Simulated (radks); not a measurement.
Spin polarisation of the 5d2 shell in La+. Start: [Xe] 5d(up 1, down 1); electrons of 5d are moved from spin down to spin up, other shells keep equal spins. Calculated with a radial shooting solver on a logarithmic mesh with Libxc functionals: scalar-relativistic Kohn-Sham, LDA (Slater exchange, Perdew-Wang correlation), spin-polarised, spherical densities, finite nucleus; Fermi nuclear charge, rms radius of each element as measured or else 0.836 A^(1/3) + 0.57 fm.

\begin{tabular}{lrrrrr}
moment (Bohr magnetons) & E - E(0) (eV) & e(5d up) (eV) & e(5d down) (eV) & 5p down minus up (eV) & 5s down minus up (eV) \\ \hline
0 & 0.000 & -7.363 & -7.363 & 0.000 & 0.000 \\
0.5 & -0.029 & -7.474 & -7.239 & 0.177 & 0.134 \\
1 & -0.117 & -7.572 & -7.100 & 0.354 & 0.268 \\
1.5 & -0.266 & -7.659 & -6.945 & 0.533 & 0.402 \\
2 & -0.475 & -7.734 & -6.769 & 0.713 & 0.538 \\
\end{tabular}

At moment 2 the spin-polarisation energy is -0.475 eV and the 5d exchange splitting 0.965 eV, that is 0.482 eV per Bohr magneton; E = -I m^2/4 would give I = 0.475 eV.
